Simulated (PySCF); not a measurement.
ZnH, SMILES [ZnH+] (connectivity only; charge and spin as stated), charge +1, multiplicity 1. Atoms are numbered in the order given.

```xyz
2

Zn     0.0000     0.0000    -0.0496
H      0.0000     0.0000     1.4894
```
Charge +1, spin multiplicity 1.

Geometry: PBE-D3(BJ)/def2-TZVPD. The spin state was assumed, not searched.

Two levels are set side by side: PBE/pcSseg-2 (PySCF) and PBE0/pcSseg-2 (PySCF). GIAO shifts against TMS (¹H) at the same level; non-relativistic, no solvent, atoms listed together averaged. Differences are taken from unrounded values.

```csv
quantity,PBE0
δ(¹H) of H2 (ppm),8.45
```

### Question
What does PBE give, and how far is it from PBE0? (The exact figures need the calculation; the answer reports its results.)

### Answer

| quantity | PBE | PBE minus PBE0 |
|---|---|---|
| δ(¹H) of H2 (ppm) | 8.69 | 0.24 |

Rough cost on one machine, each run with all the roots and properties that it gave: PBE0 against PBE within a factor of 2.
